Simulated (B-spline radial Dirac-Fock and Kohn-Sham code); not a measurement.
ΔSCF core binding energies without Breit or QED terms, calculated with a radial atomic solver.

A sound run for the free bismuth atom in the configuration [Xe] 4f14 5d10 6s2 6p3: The ground state converged in 10 iterations, with total energy -21565.66964 Ha, virial ratio 1.85649 and highest orbital energy -7.11 eV. ΔSCF binding energies: K (1s) 91044.6 eV, L3 (2p3/2) 13467.2 eV, M5 (3d5/2) 2592.3 eV.

A second run, with one unsound setting: The ground state had not converged after 89 iterations, with total energy -21565.66957 Ha, virial ratio 1.85652 and highest orbital energy -7.11 eV. ΔSCF binding energies: K (1s) 91044.6 eV, L3 (2p3/2) 13467.2 eV, M5 (3d5/2) 2592.3 eV (not all states converged, so these are not final).

```
iter   energy (Ha)        error
   1   -21564.29938926  2.24e+00
   2   -21565.02800765  2.27e-01
   3   -21565.10066060  2.14e-01
   4   -21565.16488372  2.01e-01
   5   -21565.22168964  1.89e-01
   6   -21565.27196316  1.78e-01
   7   -21565.31647846  1.68e-01
   8   -21565.35591393  1.58e-01
   9   -21565.39086475  1.48e-01
  17   -21565.56030943  9.14e-02
  25   -21565.62620399  5.64e-02
  33   -21565.65217925  3.47e-02
  41   -21565.66252530  2.42e-02
  49   -21565.66668742  1.81e-02
  57   -21565.66838182  1.36e-02
  65   -21565.66908293  1.03e-02
  73   -21565.66937998  7.83e-03
  81   -21565.66951022  5.97e-03
  89   -21565.66957007  4.57e-03
```

Problem. Which fault fits the second run best?
A. functional not served
B. damping too heavy
C. nuclear radius in wrong units
D. spline order too low

Solution. B. The input had damp = 0.97; ndamp = 100: damp is so close to 1 that the orbitals hardly move in each step.
